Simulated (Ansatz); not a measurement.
Consider the substitution at a C–N bond: `CN[SiH2][AlH2]` + `CS[Si]S` → `CS[Si]SC` + `N[SiH2][AlH2]`.

Isolated molecules relaxed with PBE0-D4/def2-TZVP in Ansatz; ΔE leaves out vibrations. CCSD(T)/CBS is the MP2 limit (def2-TZVPP, def2-QZVPP) plus CCSD(T) − MP2 in def2-TZVPP, frozen cores. This one scheme is used for every species. One conformer a species, not always the lowest.

`CN[SiH2][AlH2]`:

Cartesian coordinates in Å:
```
C 0.319 1.254 1.297
N -0.198 -0.097 1.279
Si -0.895 -0.765 -0.161
Al 0.532 -0.786 -2.186
H 0.454 1.603 2.324
H -0.403 1.928 0.827
H 1.277 1.376 0.770
H 0.331 -0.732 1.856
H -2.149 -0.006 -0.460
H -1.291 -2.165 0.178
H -0.043 -1.258 -3.596
H 2.065 -0.352 -2.129
```

`CS[Si]S`:

```xyz
8

C    -1.028    0.333    1.175
S     0.526    0.343    0.237
Si    0.014   -0.868   -1.425
S     1.895   -0.796   -2.462
H    -0.843   -0.089    2.162
H    -1.386    1.357    1.278
H    -1.783   -0.264    0.661
H     2.606   -0.017   -1.625
```

`CS[Si]SC`:

```xyz
11

C    -1.449   -0.442   -0.603
S    -1.733   -0.443    1.189
Si   -0.001   -0.968    2.325
S     1.732   -0.532    1.153
C     1.450    0.739   -0.111
H    -2.349   -0.861   -1.055
H    -0.597   -1.070   -0.854
H    -1.298    0.568   -0.978
H     2.349    1.355   -0.132
H     1.299    0.293   -1.092
H     0.597    1.359    0.158
```

`N[SiH2][AlH2]`:

Cartesian coordinates in Å:
```
N -1.449 0.787 -0.300
Si -0.051 0.442 0.660
Al 1.264 -1.330 -0.423
H -1.366 0.795 -1.304
H -2.116 1.477 0.006
H -0.525 0.019 2.012
H 0.834 1.626 0.932
H 2.386 -2.128 0.372
H 1.023 -1.689 -1.956
```

```
         species  HF/def2-TZVPP energy (Eh)
`CN[SiH2][AlH2]`                 -627.87143
       `CS[Si]S`                -1124.26828
      `CS[Si]SC`                -1163.29876
 `N[SiH2][AlH2]`                 -588.83910
```

**Question.** Work out ΔE.

**Answer.** ΔE = (-1163.29876) + (-588.83910) − (-627.87143) − (-1124.26828) = 0.00185 Eh = +4.9 kJ/mol. CCSD(T)/CBS gives -10.3 kJ/mol.

Largest T1 diagnostic among the species: 0.015.

In def2-TZVPP, CCSD(T) changes the Hartree–Fock value by −12.0 kJ/mol (the triples alone add −3.2 kJ/mol) and MP2 by −15.6 kJ/mol. The D4 term adds −5.8 kJ/mol with B3LYP and −3.4 kJ/mol with PBE0; it sums over pairs of atoms, weighted by their polarisabilities, and B3LYP, whose exchange is more repulsive, gets the larger term.

B3LYP here is the variant with VWN-RPA as its local correlation; programs differ in this.
